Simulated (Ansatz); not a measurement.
Cartesian coordinates in Å:
```
C -1.438 2.458 0.070
N -0.811 1.385 0.039
Al 0.073 -0.124 -0.003
Si 0.252 -1.193 -2.200
Si 0.971 -0.896 2.141
H -0.949 3.432 -0.082
H -2.523 2.502 0.249
H -0.293 -2.581 -2.171
H -0.483 -0.441 -3.256
H 1.676 -1.301 -2.630
H 0.725 0.079 3.240
H 2.443 -1.125 2.059
H 0.357 -2.195 2.544
```

The species carries charge 0 and has multiplicity 1.

Question: List the PBE/def2-TZVPP orbital energies in eV (Ansatz). (An estimate is asked.)

Answer: Computed: Occupied: -1779.23, -1779.23, -1506.52, -380.50, -270.56, -137.01, -137.01, -106.81, -93.74, -93.74, -93.74, -93.74, -93.73, -93.73, -68.87, -68.72, -68.69, -22.36, -15.14, -13.14, -12.90, -11.70, -11.50, -8.93, -8.38, -8.34, -8.25, -8.22, -7.71, -6.09, -5.71. Lowest empty: -2.22, -2.20, -1.12, -0.57, -0.06, 0.51, 0.53, 1.03.
